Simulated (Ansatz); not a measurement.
Cl2F2H3NSi2, SMILES `F[SiH2]N[Si](F)(Cl)Cl` at its PBE0-D4/def2-TZVP geometry, where that method's forces vanish. The species carries charge 0 and has multiplicity 1.

```xyz
10

F    -0.3888   -0.2797    2.5702
Si   -0.6285   -0.9435    1.1390
N    -0.5510    0.2315   -0.1179
Si    0.7871    0.7458   -1.0201
F     2.0800    0.1919   -0.3013
Cl    0.7948    0.0273   -2.9160
Cl    0.8830    2.7664   -1.1151
H    -1.9942   -1.5086    1.1544
H     0.4354   -1.9426    0.9279
H    -1.4178    0.7115   -0.3213
```

Question: What forces (eV/Å) does r2SCAN-D4/def2-TZVPP give on these atoms in Ansatz? (An estimate is asked.)

Answer: Ansatz gave: 
```
F1   0.011  0.018  0.038
Si2 -0.016 -0.049 -0.026
N3  -0.001 -0.012  0.022
Si4 -0.036 -0.007  0.006
F5   0.047 -0.029  0.043
Cl6  0.006 -0.033 -0.074
Cl7  0.008  0.078  0.001
H8   0.034  0.004 -0.001
H9  -0.022  0.018 -0.003
H10 -0.031  0.012 -0.006
```
